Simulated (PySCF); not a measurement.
C₅H₅FO, SMILES C#C[C@]1(CCO1)F.

Geometry optimised at ωB97X-D3(BJ)/def2-SVP. The structure was generated by enumeration; whether it is a known compound was not checked.

Two levels are set side by side: TDDFT-PBE/def2-SVPD (PySCF) and TDDFT-B3LYP/def2-SVPD (PySCF). Vertical, same geometry. The lowest singlet is HOMO→LUMO 90 % with PBE and HOMO→LUMO 59 %, HOMO−1→LUMO+1 12 %, HOMO−1→LUMO 10 % with the other functional; states are paired by order. Differences are taken from unrounded values.

```tsv
quantity	TDDFT-B3LYP	TDDFT-PBE	TDDFT-PBE minus TDDFT-B3LYP
lowest singlet excitation (eV)	6.34	5.94	-0.40
lowest triplet excitation (TDA) (eV)	5.22	5.15	-0.06
```

A lower first singlet is the usual sign of a functional without exact exchange. Differences between two approximate levels are no errors against the true value.

Rough cost on one machine, each run with all the roots and properties that it gave: TDDFT-B3LYP against TDDFT-PBE about 3 times.
